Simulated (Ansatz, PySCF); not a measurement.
Ansatz (a first-principles code) was given this input:
Ansatz 0.2 input:
```yaml
crystal:
  periodic: [false, false, false]
  atoms:
    - {symbol: Mn, position_ang: [0.00000000, 0.00000000, 0.00000000]}
    - {symbol: Cl, position_ang: [0.00000000, 0.00000000, 1.97614452]}
    - {symbol: Cl, position_ang: [-0.00000000, -0.00000000, -1.97614452]}
basis:
  gaussian:
    orbitals: cc-pVDZ
hamiltonian:
  xc: {name: wB97X-V}
magnetization: {spin_polarized: true, initial_magnetization: 5}
accuracy: high
```

### Question
Write the same job for PySCF.

### Answer
Several could match; the one computed here: 
```python
from pyscf import gto, scf, dft

mol = gto.M(
    atom='''
Mn    0.00000000    0.00000000    0.00000000
Cl    0.00000000    0.00000000    1.97614452
Cl   -0.00000000   -0.00000000   -1.97614452
''',
    basis='cc-pvdz',
    spin=5,
    verbose=3,
)

mf = dft.UKS(mol)
mf.xc = 'wb97x_v'
mf.grids.atom_grid = (99, 590)
mf.grids.prune = None
mf.kernel()
```

Both were run: Ansatz gave -2071.260438 Eh and PySCF -2071.260439 Eh, 0.000 mEh apart.
